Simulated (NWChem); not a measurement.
**Excited singlets of H2OPbS by symmetry**

```xyz
5

Pb     0.3155    -0.2914     0.0000
O      1.2664     1.5986     0.0000
H      0.6613     2.3554     0.0000
S     -2.1261     0.5886     0.0000
H     -2.6428    -0.6640     0.0000
```
Charge 0, spin multiplicity 1.

All runs are NWChem calculations. The geometry was optimised at B3LYP/def2-SVP with def2 effective core potentials on Pb, a minimum by its harmonic frequencies. It is one conformer; others weren't searched.

Basis set: def2-SVP. Symmetry labels belong to the abelian group Cs used in the runs, with the axes of the coordinates shown. Entries are the lowest vertical excitation energy of each symmetry in eV (for CIS and TDDFT among the lowest few roots); a state of one symmetry need not have the same character in every method. Symmetries that some method's roots don't reach, or where a double excitation leads the EOM-CCSD root, are left out.

Effective core potentials replace the inner electrons of Pb; spin-orbit coupling is left out. The correlated methods keep 10 core orbitals frozen. B3LYP has NWChem's definition, with VWN1-RPA local correlation. The structure started from a generated list of species. Coupled-cluster values serve here as a point of comparison, not as the truth.

| method | a" | a' |
|---|---|---|
| CIS | 4.26 | 5.20 |
| TD-PBE | 3.63 | 3.55 |
| TD-B3LYP | 3.66 | 3.72 |
| TD-PBE0 | 3.80 | 3.90 |
| EOM-CCSD | 3.90 | 4.10 |
